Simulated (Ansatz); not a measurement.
Basis sets compared for Si₂Te. Total charge 0; singlet. Geometry r2SCAN-D4/def2-TZVP. Ansatz on 2 threads of AMD EPYC 7R13 on a shared host; times are rough, and most runs start from earlier orbitals.

```xyz
3

Si    0.357   -1.315    0.338
Si   -1.336    0.387    0.189
Te    0.979    0.928   -0.527
```

In the def2 sets Te takes a core potential; there is no spin–orbit coupling. The structure comes from a short search, and lower isomers may exist.

Binding counts from free atoms (Si triplet, Te triplet) in the same basis, without a counterpoise term.

```csv
level,functions,energy (Eh),HOMO (eV),LUMO (eV),binding per atom (eV),wall time
PBE-D4/def2-SVP,62,-846.5099,-5.08,-4.08,2.70,0.55 s
PBE-D4/def2-TZVP,124,-846.7205,-5.04,-4.05,2.74,1 s
r2SCAN-D4/def2-TZVP (with forces),124,-847.0547,-5.24,-4.06,2.58,2.3 s
PBE0-D4/def2-SVP,62,-846.5716,-6.05,-3.41,2.56,0.75 s
PBE0-D4/def2-TZVP,124,-846.7806,-5.97,-3.35,2.60,2.5 s
```

Estimate the rows for PBE-D4/def2-TZVPD, r2SCAN-D4/def2-TZVPD, PBE0-D4/def2-TZVPD.


```tsv
level	functions	energy (Eh)	HOMO (eV)	LUMO (eV)	binding per atom (eV)	wall time
PBE-D4/def2-TZVPD	145	-846.7215	-5.07	-4.08	2.74	1.7 s
r2SCAN-D4/def2-TZVPD	145	-847.0555	-5.25	-4.07	2.58	2.7 s
PBE0-D4/def2-TZVPD	145	-846.7815	-6.00	-3.37	2.61	2.3 s
```
